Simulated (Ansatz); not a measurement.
`[CH3][Al-]([CH3])([OH])[SeH2+]`, charge 0, multiplicity 1.

**Question.** Give a relaxed structure at PBE0-D4/def2-TZVP (Ansatz). (Estimate.)

**Answer.** Computed: 
```xyz
14

C     1.0350    1.6488    0.6846
Al    0.3318   -0.1610    0.4399
C     0.5804   -1.1599   -1.2346
O     0.0474   -1.0460    1.8920
Se   -2.3295    0.5716    0.1997
H     2.1255    1.6296    0.7888
H     0.8128    2.3052   -0.1633
H     0.6387    2.1217    1.5880
H     0.4267   -0.5284   -2.1158
H     1.6018   -1.5511   -1.3056
H    -0.0933   -2.0183   -1.3240
H    -0.0092   -1.9994    1.8929
H    -2.3675    0.9666   -1.2150
H    -2.8006   -0.7795   -0.1276
```
This is one stationary point; other conformers may exist.
